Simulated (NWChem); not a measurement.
C$_{4}$H$_{5}$Cl; SMILES ClC1=CCC1

```xyz
10

Cl    -0.0085    -1.7755     0.0000
C     -0.0642    -0.0640     0.0000
C     -1.0614     0.8314     0.0000
C     -0.0945     1.9945     0.0000
C      1.0527     0.9392     0.0000
H     -2.1497     0.7566     0.0000
H     -0.1234     2.6357    -0.8962
H     -0.1234     2.6357     0.8962
H      1.6916     0.9363    -0.8973
H      1.6916     0.9363     0.8973
```
Atoms are numbered in this order, from 1.

Geometry: optimised at PBE0/def2-SVP.

### Question
Give the principal values of the shielding tensors (ppm) of Cl1, C2, C3, C4, C5 from B3LYP/6-31G* (spherical d), GIAO (NWChem), with their diamagnetic and paramagnetic parts as GIAO splits them.

### Answer
```json
[
 {"atom": "Cl1", "σ11": "507.3", "σ22": "686.6", "σ33": "999.7", "isotropic": "731.2", "diamagnetic": "1146.9", "paramagnetic": "-415.7"},
 {"atom": "C2", "σ11": "-25.0", "σ22": "83.9", "σ33": "118.9", "isotropic": "59.3", "diamagnetic": "255.3", "paramagnetic": "-196.0"},
 {"atom": "C3", "σ11": "-23.5", "σ22": "79.3", "σ33": "139.1", "isotropic": "65.0", "diamagnetic": "254.6", "paramagnetic": "-189.6"},
 {"atom": "C4", "σ11": "153.6", "σ22": "167.1", "σ33": "168.6", "isotropic": "163.1", "diamagnetic": "249.6", "paramagnetic": "-86.5"},
 {"atom": "C5", "σ11": "142.4", "σ22": "146.1", "σ33": "171.8", "isotropic": "153.4", "diamagnetic": "249.8", "paramagnetic": "-96.4"}
]
```
